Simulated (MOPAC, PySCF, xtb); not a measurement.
Scan of H3Sn, doublet: umbrella (inversion) coordinate, bond length relaxed. Scanned: angle between the Sn-H bonds and the threefold axis (90 = planar). Other coordinates (Sn-H bond length) were minimised at B3LYP/def2-TZVP.

Cartesian coordinates as functions of the variables (Å; names that start with a are angles):
```
Sn  0  0  0
H  r*sin(a)*cos(0*2*pi/3+0)  r*sin(a)*sin(0*2*pi/3+0)  0+r*cos(a)
H  r*sin(a)*cos(1*2*pi/3+0)  r*sin(a)*sin(1*2*pi/3+0)  0+r*cos(a)
H  r*sin(a)*cos(2*2*pi/3+0)  r*sin(a)*sin(2*2*pi/3+0)  0+r*cos(a)
```

Methods: PBE0 = unrestricted PBE0/def2-TZVP, def2 effective core potentials past Kr in PySCF; UHF/STO-3G = unrestricted Hartree-Fock/STO-3G run with PySCF 2.14.0; AM1, unrestricted, heats of formation (MOPAC); GFN1-xTB (xtb); B3LYP = unrestricted B3LYP/def2-TZVP, def2 effective core potentials past Kr (PySCF); CCSD(T) on UHF/def2-TZVP, 4 core orbitals frozen, def2 effective core potentials past Kr (PySCF).

Energies in kJ/mol, each method relative to its own lowest point.

```tsv
a / °	PBE0	UHF/STO-3G	AM1	GFN1-xTB	B3LYP	CCSD(T)
90	28.8	35.6	69.8	158.2	32.9	26.7
93	26.9	33.4	63.3	138.3	30.9	24.9
96	21.9	27.7	48.1	108.7	25.3	20.0
99	15.2	19.6	31.2	80.7	17.7	13.6
102	8.3	11.1	17.0	56.3	10.1	7.3
105	2.9	4.0	6.9	36.2	3.9	2.4
108	0.0	0.0	1.2	20.3	0.3	0.0
111	0.3	0.3	0.0	8.9	0.0	0.7
114	4.2	5.8	3.5	2.1	3.4	5.0
117	12.2	17.3	11.7	0.0	10.9	13.3
120	24.5	35.4	24.9	2.9	22.8	25.8
123	41.4	60.5	43.2	11.1	39.4	42.7
126	63.0	93.3	66.8	25.0	60.8	64.3
129	89.8	134.2	96.1	45.4	87.5	90.9
132	121.9	184.5	131.6	72.9	119.7	122.8
```
